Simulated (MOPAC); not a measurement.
Input file for MOPAC: PM7 on C3H9B (SMILES CB(C)C), a point of a torsion scan.

```
PM7 1SCF PRECISE CHARGE=0 THREADS=1
C3H9B

C     -0.29557957 1     1.54491847 1     0.22883353 1
B      0.18537648 1     0.04467568 1     0.31344322 1
C      0.67258776 1    -0.55248476 1     1.68998417 1
C      0.18102133 1    -0.85871484 1    -0.98005928 1
H      0.32487966 1     2.10161675 1    -0.47318193 1
H     -0.27626095 1     2.07667697 1     1.17706768 1
H     -1.30950102 1     1.60563260 1    -0.16517475 1
H      1.41286426 1     0.09032248 1     2.16421000 1
H      1.09291751 1    -1.55294633 1     1.62110962 1
H     -0.16486442 1    -0.59908785 1     2.38648705 1
H      1.20295168 1    -1.13046818 1    -1.24497856 1
H     -0.33591697 1    -1.80090006 1    -0.80288578 1
H     -0.26779327 1    -0.39071842 1    -1.85288976 1
```

Output:

```
*******************************************************************************
 **                                                                           **
 **                              MOPAC v23.2.5                                **
 **                                                                           **
 *******************************************************************************
 ** MOPAC's Digital Object Identifier: https://doi.org/10.5281/zenodo.6511958 **
 **                                                                           **
 ** Please cite the open-source release paper for use of this MOPAC version:  **
 ** J. E. Moussa and J. J. P. Stewart (2026)                                  **
 ** MOPAC: An open-source semiempirical molecular orbital program             **
 ** J. Open Source Softw., 11(119), 8025, https://doi.org/10.21105/joss.08025 **
 *******************************************************************************

                              PM7 CALCULATION RESULTS

 *******************************************************************************
 *  PM7        - The PM7 Hamiltonian to be used
 *
 *
 *
 *                 CHARGE ON SYSTEM = 0
 *
 *
 *
 *  PRECISE    - TIGHTER CRITERIA TO BE USED
 *  1SCF       - DO 1 SCF AND THEN STOP
 *  THREADS=1  - MULTI-THREADING NOT USED
 *  T=         - A TIME OF 172800.0 SECONDS REQUESTED
 *  DUMP=N     - RESTART FILE WRITTEN EVERY 7200.0 SECONDS REQUESTED
 *******************************************************************************
PM7 1SCF PRECISE CHARGE=0 THREADS=1
 C3H9B

   ATOM   CHEMICAL          X               Y               Z
  NUMBER   SYMBOL      (ANGSTROMS)     (ANGSTROMS)     (ANGSTROMS)

     1       C         -0.29557957  *   1.54491847  *   0.22883353  *
     2       B          0.18537648  *   0.04467568  *   0.31344322  *
     3       C          0.67258776  *  -0.55248476  *   1.68998417  *
     4       C          0.18102133  *  -0.85871484  *  -0.98005928  *
     5       H          0.32487966  *   2.10161675  *  -0.47318193  *
     6       H         -0.27626095  *   2.07667697  *   1.17706768  *
     7       H         -1.30950102  *   1.60563260  *  -0.16517475  *
     8       H          1.41286426  *   0.09032248  *   2.16421000  *
     9       H          1.09291751  *  -1.55294633  *   1.62110962  *
    10       H         -0.16486442  *  -0.59908785  *   2.38648705  *
    11       H          1.20295168  *  -1.13046818  *  -1.24497856  *
    12       H         -0.33591697  *  -1.80090006  *  -0.80288578  *
    13       H         -0.26779327  *  -0.39071842  *  -1.85288976  *



          CARTESIAN COORDINATES

    NO.       ATOM           X           Y           Z

     1         C         -0.2956      1.5449      0.2288
     2         B          0.1854      0.0447      0.3134
     3         C          0.6726     -0.5525      1.6900
     4         C          0.1810     -0.8587     -0.9801
     5         H          0.3249      2.1016     -0.4732
     6         H         -0.2763      2.0767      1.1771
     7         H         -1.3095      1.6056     -0.1652
     8         H          1.4129      0.0903      2.1642
     9         H          1.0929     -1.5529      1.6211
    10         H         -0.1649     -0.5991      2.3865
    11         H          1.2030     -1.1305     -1.2450
    12         H         -0.3359     -1.8009     -0.8029
    13         H         -0.2678     -0.3907     -1.8529

 General Reference for PM7:
 "Optimization of Parameters for Semiempirical Methods VI: More Modifications to the
 NDDO Approximations and Re-optimization of Parameters", J. J. P. Stewart, J. Mol. Mod., 1:32, 19 (2013)
 https://link.springer.com/article/10.1007/s00894-012-1667-x

           Empirical Formula: C3 H9 B  =    13 atoms



      MOLECULAR POINT GROUP   :   C1


      RHF CALCULATION, NO. OF DOUBLY OCCUPIED LEVELS = 12


 -------------------------------------------------------------------------------
 PM7 1SCF PRECISE CHARGE=0 THREADS=1
 C3H9B



     1SCF WAS SPECIFIED, SO BFGS WAS NOT USED
     SCF FIELD WAS ACHIEVED


                              PM7 CALCULATION
                                                       MOPAC v23.2.5 Linux




          FINAL HEAT OF FORMATION =        -23.37599 KCAL/MOL =     -97.80515 KJ/MOL


          COSMO AREA              =        116.24 SQUARE ANGSTROMS
          COSMO VOLUME            =        102.18 CUBIC ANGSTROMS

          IONIZATION POTENTIAL    =         10.820506 EV
          HOMO LUMO ENERGIES (EV) =        -10.821 -0.112
          NO. OF FILLED LEVELS    =         12
          MOLECULAR WEIGHT        =         55.9141         POINT GROUP:  C1

          MOLECULAR DIMENSIONS (Angstroms)

            Atom       Atom       Distance
            H    13    H     8     4.38099
            H     5    H     9     3.87844
            H     7    H    11     2.80353


          SCF CALCULATIONS        =          1





   ATOM   CHEMICAL          X               Y               Z
  NUMBER   SYMBOL      (ANGSTROMS)     (ANGSTROMS)     (ANGSTROMS)

     1       C         -0.29557957  *   1.54491847  *   0.22883353  *
     2       B          0.18537648  *   0.04467568  *   0.31344322  *
     3       C          0.67258776  *  -0.55248476  *   1.68998417  *
     4       C          0.18102133  *  -0.85871484  *  -0.98005928  *
     5       H          0.32487966  *   2.10161675  *  -0.47318193  *
     6       H         -0.27626095  *   2.07667697  *   1.17706768  *
     7       H         -1.30950102  *   1.60563260  *  -0.16517475  *
     8       H          1.41286426  *   0.09032248  *   2.16421000  *
     9       H          1.09291751  *  -1.55294633  *   1.62110962  *
    10       H         -0.16486442  *  -0.59908785  *   2.38648705  *
    11       H          1.20295168  *  -1.13046818  *  -1.24497856  *
    12       H         -0.33591697  *  -1.80090006  *  -0.80288578  *
    13       H         -0.26779327  *  -0.39071842  *  -1.85288976  *

                             CARTESIAN COORDINATES

   1    C       -0.295579570     1.544918470     0.228833530
   2    B        0.185376480     0.044675680     0.313443220
   3    C        0.672587760    -0.552484760     1.689984170
   4    C        0.181021330    -0.858714840    -0.980059280
   5    H        0.324879660     2.101616750    -0.473181930
   6    H       -0.276260950     2.076676970     1.177067680
   7    H       -1.309501020     1.605632600    -0.165174750
   8    H        1.412864260     0.090322480     2.164210000
   9    H        1.092917510    -1.552946330     1.621109620
  10    H       -0.164864420    -0.599087850     2.386487050
  11    H        1.202951680    -1.130468180    -1.244978560
  12    H       -0.335916970    -1.800900060    -0.802885780
  13    H       -0.267793270    -0.390718420    -1.852889760


           Empirical Formula: C3 H9 B  =    13 atoms



      MOLECULAR POINT GROUP   :   C1


                  EIGENVALUES
 -25.40594 -23.78025 -23.77607 -14.20294 -14.14913 -14.14654 -13.64395 -13.03817
 -13.03350 -12.73594 -10.82258 -10.82051  -0.11174   2.98429   2.98508   5.73070
   6.00173   6.00417   6.07651   6.16875   6.17059   6.19404   7.34517   7.39175
   7.39248


              NET ATOMIC CHARGES AND DIPOLE CONTRIBUTIONS

  ATOM NO.   TYPE          CHARGE      No. of ELECS.   s-Pop       p-Pop
    1          C          -0.525268        4.5253     1.04974     3.47553
    2          B           0.219277        2.7807     0.74705     2.03367
    3          C          -0.525194        4.5252     1.04975     3.47545
    4          C          -0.525373        4.5254     1.04976     3.47561
    5          H           0.155302        0.8447     0.84470
    6          H           0.142607        0.8574     0.85739
    7          H           0.154277        0.8457     0.84572
    8          H           0.152875        0.8471     0.84713
    9          H           0.142815        0.8572     0.85718
   10          H           0.156535        0.8435     0.84347
   11          H           0.156165        0.8438     0.84384
   12          H           0.153249        0.8468     0.84675
   13          H           0.142735        0.8573     0.85727
 DIPOLE           X         Y         Z       TOTAL
 POINT-CHG.     0.005    -0.001    -0.006     0.008
 HYBRID         0.002    -0.001    -0.003     0.004
 SUM            0.006    -0.002    -0.009     0.011


          ATOMIC ORBITAL ELECTRON POPULATIONS

     Atom    s        px        py        pz
    1  C   1.04974   1.15992   1.14663   1.16898
    2  B   0.74705   0.25497   0.87446   0.90425
    3  C   1.04975   1.15795   1.16348   1.15402
    4  C   1.04976   1.16170   1.16350   1.15041
    5  H   0.84470
    6  H   0.85739
    7  H   0.84572
    8  H   0.84713
    9  H   0.85718
   10  H   0.84347
   11  H   0.84384
   12  H   0.84675
   13  H   0.85727

 **********************
 *                    *
 * JOB ENDED NORMALLY *
 *                    *
 **********************




 == MOPAC DONE ==
```

The run finished.

Cost: about 0.03 core-seconds (a rough figure).
